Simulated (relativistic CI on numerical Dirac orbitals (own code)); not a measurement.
Ligand-field terms of d4

Computed with a parametric ligand-field model of a d^n configuration (Racah B and C, spin-orbit zeta, crystal field), exact diagonalisation.

Field parameters in Wybourne normalisation: Oh B⁴₀ = 21Dq, B⁴₄ = √(5/14) B⁴₀; Td as Oh with Dq negative (B⁴₀ = 21Dq, B⁴₄ = √(5/14) B⁴₀). The field is a parameter set, without covalency.

**Question.** Lowest levels for B = 740, C = 2760, ζ = 500 cm⁻¹, Oh, 10Dq = 25700 cm⁻¹?

**Answer.** A1 0 (S 1.01), T1 296 (S 1.01), E 774 (S 1.00), T2 778 (S 1.00), T2 8877 (S 0.13), A2 8952 (S 2.00), T2 8965 (S 1.97), E 8973 (S 2.00), T1 8983 (S 2.00) cm⁻¹, with S from ⟨S²⟩ = S(S + 1). The ground level has 0.03 electrons in the cubic e pair.

**Question.** Lowest levels for B = 580, C = 2670, ζ = 610 cm⁻¹, Td, 10Dq = -11450 cm⁻¹?

**Answer.** A1 0 (S 0.90), T1 606 (S 1.96), A1 709 (S 1.62), T2 718 (S 1.98), E 1151 (S 1.98), T1 1207 (S 1.99), T2 1519 (S 1.99), T1 4699 (S 1.06), A1 4869 (S 1.01) cm⁻¹, with S from ⟨S²⟩ = S(S + 1). The ground level has 3.33 electrons in the cubic e pair; its S is far from a half-integer, so spin-orbit coupling mixes spin states.

**Question.** Lowest levels for B = 830, C = 3740, ζ = 410 cm⁻¹, Oh, 10Dq = 31400 cm⁻¹?

**Answer.** A1 0 (S 1.00), T1 226 (S 1.00), E 617 (S 1.00), T2 621 (S 1.00), A2 9282 (S 2.00), T2 9289 (S 2.00), E 9296 (S 2.00), T1 9303 (S 2.00), A1 9309 (S 2.00) cm⁻¹, with S from ⟨S²⟩ = S(S + 1). The ground level has 0.03 electrons in the cubic e pair.

**Question.** Lowest levels for B = 330, C = 1490, ζ = 780 cm⁻¹, Oh, 10Dq = 34750 cm⁻¹?

**Answer.** A1 0 (S 0.99), T1 533 (S 1.00), T2 1243 (S 0.99), E 1255 (S 0.99), T2 5618 (S 0.04), E 5886 (S 0.03), A1 12241 (S 0.03), A2 26446 (S 2.00), T2 26449 (S 2.00) cm⁻¹, with S from ⟨S²⟩ = S(S + 1). The ground level has 0.01 electrons in the cubic e pair.

**Question.** Lowest levels for B = 680, C = 3390, ζ = 240 cm⁻¹, Oh, 10Dq = 11400 cm⁻¹?

**Answer.** A1 0 (S 2.00), T1 6 (S 2.00), E 12 (S 2.00), T2 17 (S 2.00), A2 23 (S 2.00), A1 7786 (S 1.00), T1 7891 (S 1.00), T2 8070 (S 1.00), E 8076 (S 1.00) cm⁻¹, with S from ⟨S²⟩ = S(S + 1). The ground level has 1.00 electrons in the cubic e pair.
